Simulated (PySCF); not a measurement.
# Reading the logs of faulty runs: C2H7NSi

Calculated results; nothing here was measured. The program is PySCF 2.14.0, an open-source quantum chemistry code, run on an isolated molecule that a program drew, which may never have been made. The molecule is C2H7NSi (charge 0, singlet), drawn as the SMILES string `CNC[SiH]`.

Each row is a Hartree-Fock (HF) and frozen-core CCSD(T) single point in the cc-pV(D+d)Z basis, meant for a local HF minimum. Run 1 is clean. Each other run has one planted mistake out of seven kinds, and not every kind appears here: one electron removed, one electron added, multiplicity raised by two, geometry at a saddle point, minimal basis STO-3G, one bond length entered in bohr, all coordinates scaled. The reference is restricted for singlets and unrestricted otherwise, and also for a bond in bohr. Adding or removing an electron swaps singlet and doublet. Electrons count all cores. HOMO and LUMO are orbital energies over both spins, the gradient is its largest component, and the lowest frequency (negative if imaginary) is given only where the gradient is small. Bond lengths are over the 10 bonds as drawn. T1 is the CCSD diagnostic: over 0.02 (restricted) or 0.045 (unrestricted) a single reference is doubtful.

Geometry of the clean run:
```xyz
11
C2H7NSi, angstrom
C    -1.8997   -0.0177   -0.8394
N    -0.6625   -0.2788   -0.1383
C    -0.5810   -1.6348    0.3881
Si   -1.6470   -2.2382    1.8713
H    -1.9581   -0.6453   -1.7318
H    -1.9268    1.0229   -1.1656
H    -2.8063   -0.2063   -0.2400
H    -0.5762    0.3722    0.6226
H     0.4405   -1.8016    0.7798
H    -0.6540   -2.3428   -0.4451
H    -1.8995   -0.8586    2.4632
```

| run | electrons | basis functions | <S^2> | HOMO (eV) | LUMO (eV) | gradient (hartree/bohr) | lowest frequency (cm^-1) | mean bond (Å) | longest bond (Å) | T1 | HF (hartree) | CCSD(T) (hartree) | mistake |
|---|---|---|---|---|---|---|---|---|---|---|---|---|---|
| 1 | 40 | 100 | 0.000 | -8.25 | 0.78 | 4.2e-05 | 112 | 1.2843 | 1.924 | 0.0112 | -423.11622 | -423.73549 | no fault |
| 2 | 41 | 100 | 0.771 | -0.75 | 8.28 | 1.8e-02 | - | 1.2843 | 1.924 | 0.0122 | -423.11500 | -423.74233 | one electron added |
| 3 | 40 | 100 | 0.988 | -8.36 | 0.98 | 4.0e-02 | - | 1.3824 | 2.085 | 0.0799 | -423.00308 | -423.62693 | one bond length entered in bohr |
| 4 | 40 | 31 | 0.000 | -5.76 | 5.96 | 3.9e-02 | - | 1.2843 | 1.924 | 0.0066 | -418.14216 | -418.38437 | ? |

**Which mistake was planted in run 4, and what did it cost?**

It has 31 basis functions where the clean run has 100, with the same electrons and geometry. So the mistake is: minimal basis STO-3G. Subtracting run 1 and multiplying by 627.51 kcal/mol a hartree, the energy moved by 3121.3 kcal/mol in HF and 3357.9 kcal/mol in CCSD(T).

Cautions from the logs. Run 3: T1 is over the limit, so its CCSD(T) energy is less reliable.
